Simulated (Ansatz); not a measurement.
Mulliken charges of BrH5Si2 (`[SiH3][SiH2]Br`) from PBE/def2-TZVPP in Ansatz (PBE0-D4/def2-TZVP geometry).

```json
{"atom": "Si1", "x (Å)": "-0.690", "y (Å)": "0.903", "z (Å)": "-0.398", "charge (e)": "0.122"}
{"atom": "Si2", "x (Å)": "0.516", "y (Å)": "-0.969", "z (Å)": "0.309", "charge (e)": "0.256"}
{"atom": "Br3", "x (Å)": "2.501", "y (Å)": "-0.280", "z (Å)": "1.059", "charge (e)": "-0.202"}
{"atom": "H4", "x (Å)": "-2.024", "y (Å)": "0.480", "z (Å)": "-0.906", "charge (e)": "-0.040"}
{"atom": "H5", "x (Å)": "0.056", "y (Å)": "1.586", "z (Å)": "-1.486", "charge (e)": "-0.030"}
{"atom": "H6", "x (Å)": "-0.871", "y (Å)": "1.834", "z (Å)": "0.745", "charge (e)": "-0.030"}
{"atom": "H7", "x (Å)": "-0.160", "y (Å)": "-1.684", "z (Å)": "1.421", "charge (e)": "-0.038"}
{"atom": "H8", "x (Å)": "0.763", "y (Å)": "-1.926", "z (Å)": "-0.799", "charge (e)": "-0.038"}
```

Question: By hand: the dipole of these point charges (1 e Å = 4.8032 D).

Answer: Σ q r = (-0.375, -0.066, -0.149) e Å, of length 0.409 e Å = 1.96 D.

Question: How does the dipole of the full density compare? (Best estimate.)

Answer: Ansatz gave: (-0.247, -0.030, -0.099) e Å, 1.29 D; the point charges give 1.52 times that, at 3° from its direction.

Point charges leave out the atoms' own dipoles, such as those of lone pairs, and Mulliken's split depends on the basis, so the two needn't agree.
